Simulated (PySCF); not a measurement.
Compound: C4F3NSe.
InChI=1S/C4F3NSe/c5-3-2(1-8)4(6,7)9-3

Computed with PySCF, HF/def2-SVP geometry optimisation, gas phase.

Masses are those of the commonest isotopes; rigid-rotor values at the optimised geometry. 

Problem. Give the principal moments of inertia and the rotational constants in MHz.

Solution. Ia = 308.96, Ib = 489.86, Ic = 713.54 u·Å²; 505379 MHz·u·Å²/I gives A = 1636, B = 1032, C = 708.3 MHz.

Problem. Classify the top.

Solution. An asymmetric top; Ray's κ = -0.303.

Problem. Is it planar, by Δ = Ic − Ia − Ib?

Solution. Not planar: Δ = Ic − Ia − Ib = -85.27 u·Å². For a rigid frame Δ = −2 Σ m c², so Σ m c² = 42.64 u·Å² lies off the ab plane. The atom farthest from that plane is 1.06 Å away.

Problem. Give the other two planar moments, Paa and Pbb, and the rms extents of the mass along the axes.

Solution. Paa = Σ m a² = (Ib + Ic − Ia)/2 = 447.22 and Pbb = Σ m b² = (Ia + Ic − Ib)/2 = 266.32 u·Å². With the mass M = 198.91 u, the rms extents √(P/M) along a, b and c are 1.50, 1.16, 0.46 Å.

Problem. Give the coordinates in the principal-axis frame, origin at the centre of mass.

Solution. The sense of each axis is arbitrary; atoms in the order of the calculation.
```json
{"atom": "N1", "mass (u)": "14.003", "a (Å)": "3.640", "b (Å)": "0.264", "c (Å)": "0.000"}
{"atom": "C2", "mass (u)": "12.000", "a (Å)": "2.506", "b (Å)": "0.242", "c (Å)": "0.000"}
{"atom": "C3", "mass (u)": "12.000", "a (Å)": "1.079", "b (Å)": "0.194", "c (Å)": "0.000"}
{"atom": "C4", "mass (u)": "12.000", "a (Å)": "0.165", "b (Å)": "1.157", "c (Å)": "0.000"}
{"atom": "F5", "mass (u)": "18.998", "a (Å)": "0.296", "b (Å)": "2.429", "c (Å)": "0.000"}
{"atom": "Se6", "mass (u)": "79.917", "a (Å)": "-1.443", "b (Å)": "0.142", "c (Å)": "0.000"}
{"atom": "C7", "mass (u)": "12.000", "a (Å)": "0.192", "b (Å)": "-1.022", "c (Å)": "0.000"}
{"atom": "F8", "mass (u)": "18.998", "a (Å)": "0.301", "b (Å)": "-1.791", "c (Å)": "-1.059"}
{"atom": "F9", "mass (u)": "18.998", "a (Å)": "0.301", "b (Å)": "-1.791", "c (Å)": "1.059"}
```

Problem. Which types of transition are allowed, and where do some lines up to J = 3 fall?

Solution. The dipole components are |μa| = 3.97 D, |μb| = 0.89 D, |μc| = 0.00 D; the mirror of this Cs structure is the ab plane, so μc vanishes by symmetry and there are no c-type lines. Intensities carry the squares of the components, which stand as 1.00 : 0.05 (a : b). Some lines, for components of 0.1 D or more:

```tsv
type	branch	J(Ka,Kc)	MHz	lower level (cm⁻¹)
a	Q	3(2,1) ← 3(2,2)	447	0.450
a	Q	2(1,1) ← 2(1,2)	970	0.183
b	Q	2(1,1) ← 2(0,2)	1350	0.171
b	Q	3(2,1) ← 3(1,2)	1849	0.404
b	Q	3(1,2) ← 3(0,3)	2108	0.333
b	R	1(1,1) ← 0(0,0)	2344	0.000
b	R	2(0,2) ← 1(1,1)	2777	0.078
b	Q	2(2,1) ← 2(1,2)	2782	0.183
a	R	2(1,2) ← 1(1,1)	3156	0.078
b	Q	3(2,2) ← 3(1,3)	3322	0.340
b	R	3(1,2) ← 2(2,1)	3818	0.276
a	R	3(1,3) ← 2(1,2)	4680	0.183
a	R	3(0,3) ← 2(0,2)	4872	0.171
b	R	3(1,3) ← 2(0,2)	5060	0.171
b	R	2(2,1) ← 1(1,0)	5616	0.089
b	R	3(2,2) ← 2(1,1)	7032	0.216
b	R	3(3,1) ← 2(2,0)	9004	0.280
```

Problem. Estimate the classical rotational partition function at 50 K, 100 K and 500 K.

Solution. Point group Cs, symmetry number σ = 1; q = (√π/σ)·√((kT/h)³/(ABC)), k/h = 20836.6 MHz/K: 54500 at 50 K, 154000 at 100 K, 1720000 at 500 K.

Not checked by HF/def2-SVP frequencies. No vibrational averaging or centrifugal distortion is included, and the geometry carries the error of its method. Quadrupole hyperfine structure (14N) is left out.

Time: 42 s wall; peak memory 0.62 GiB. Hardware: AMD EPYC 7R43, one thread, no GPU, on a shared host. That covers the optimisation of the geometry.
